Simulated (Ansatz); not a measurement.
Reaction (isomerisation): `C[CH]1[CH2][Al]1[CH3]` → `C=[CH][Al]([CH3])[CH3]`

Computed with Ansatz on PBE0-D4/def2-TZVP structures; ΔE is electronic, products minus reactants. CCSD(T)/CBS adds triple-zeta CCSD(T) − MP2 to the extrapolated MP2 energy (def2 sets, frozen cores). Functionals use def2-TZVPP. B3LYP here is the variant with VWN-RPA as its local correlation; programs differ in this. One conformer a species, not always the lowest.

(1) Is it downhill or uphill in electronic energy at CCSD(T)/CBS, and by how much? (An estimate is asked.)

(2) What do these levels give: PBE-D4, r2SCAN-D4, PBE0-D4, ωB97X-V, PBE, PBE0, B3LYP, HF/def2-TZVPP, SCS-MP2/def2-TZVPP, HF/def2-QZVPP, SCS-MP2/def2-QZVPP, CCSD/CBS(def2)? (Estimate.)

Largest T1 diagnostic among the species: 0.010.

## Answers

(1) Computed: Downhill: ΔE = -1.29 eV.

(2) Ansatz gave: PBE-D4 -1.09, r2SCAN-D4 -1.19, PBE0-D4 -1.10, ωB97X-V -1.19, PBE -1.09, PBE0 -1.10, B3LYP -1.35, HF/def2-TZVPP -1.60, SCS-MP2/def2-TZVPP -1.27, HF/def2-QZVPP -1.61, SCS-MP2/def2-QZVPP -1.28, CCSD/CBS(def2) -1.31 eV.

In def2-TZVPP, CCSD(T) changes the Hartree–Fock value by +0.31 eV (the triples alone add +0.02 eV) and MP2 by +0.41 eV.
